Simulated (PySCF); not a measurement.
**Si: excitation energy**

Si [Ne] 3s2 3p2 (3P) → Si [Ne] 3s1 3p2 4s1 (5P), as a difference of total energies. Calculation: PySCF 2.14, in dyall-av3z (19s12p3d2f, 84 functions); the spin-free X2C one-electron Hamiltonian (Gaussian nucleus). Correlated levels: valence: [Ne] frozen; virtual orbitals above 40 to 60 times the deepest correlated orbital energy dropped. The calculations carry no spin-orbit coupling.

| method | excitation energy (eV) |
| --- | --- |
| UHF | 8.503 |
| LDA | 10.106 |
| PBE | 10.023 |
| PBE0 | 9.950 |
| r2SCAN | 9.730 |
| TPSSh | 10.101 |
| LC-wPBE | 10.042 |
| HSE06 | 9.933 |
| B2PLYP | 10.187 |
| MP2 (valence) | 9.639 |
| SCS-MP2 (valence) | 9.997 |

Q: How much does correlation contribute at MP2 (valence)?

A: 9.639 − (8.503) = 1.136 eV, measured against UHF.

The upper state lies above the first ionisation limit, but in LS coupling its spin forbids autoionisation to the ground ion. A Rydberg-like electron needs more diffuse functions than a valence basis has.

The promoted electron is Rydberg-like, and one or two diffuse shells describe it only roughly, which tends to raise the upper state.
